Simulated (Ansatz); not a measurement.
Job for Ansatz (a first-principles code): FCI/6-31G on PN, a point of a bond scan (R = 1.334 Å).

Ansatz 0.2 input:
```yaml
crystal:
  periodic: [false, false, false]
  atoms:
    - {symbol: P, position_ang: [-0.00000000, -0.00000000, -0.47178081]}
    - {symbol: N, position_ang: [0.00000000, 0.00000000, 0.86268492]}
basis:
  gaussian:
    orbitals: 6-31G
magnetization: {spin_polarized: false}
correlation: {method: fci, electrons: outside_noble_gas}
```

The log:

```
Functional definition: HF
[...]
integrals: 0.00 GiB planned
460 factors; integrals over basis functions are off by at most 3.7e-8 eV
mean field: 0.05 GiB planned
mean field evaluation 1: about -10744.8923 eV, gradient 3.6e1 eV
mean field evaluation 2: about -10744.9002 eV, gradient 3.6e1 eV
mean field evaluation 4: about -10748.1265 eV, gradient 1.8e0 eV
mean field evaluation 8: about -10748.1489 eV, gradient 5.6e-5 eV
mean field -10748.14886017 eV, -394.9871852542 hartree, gradient 1.4e-6 eV, S^2 0.000000; 0 other end points of the search recorded, 0 dependent functions left out; unrestricted orbitals would lower it
mean field evaluation 16: about -10748.1357 eV, gradient 2.4e-1 eV
6 core orbitals not correlated
reference -10748.14886017 eV, -394.9871852542 hartree; 5, 5 occupied and 11, 11 virtual orbitals, 460 factors
configuration interaction: 1.51 GiB planned
state -10753.32707096 eV, -395.1774809910 hartree
Total energy: -10753.32707096 eV, -395.1774809910 hartree
```

Self-consistency was reached.

Cost: very roughly 40 core-seconds.
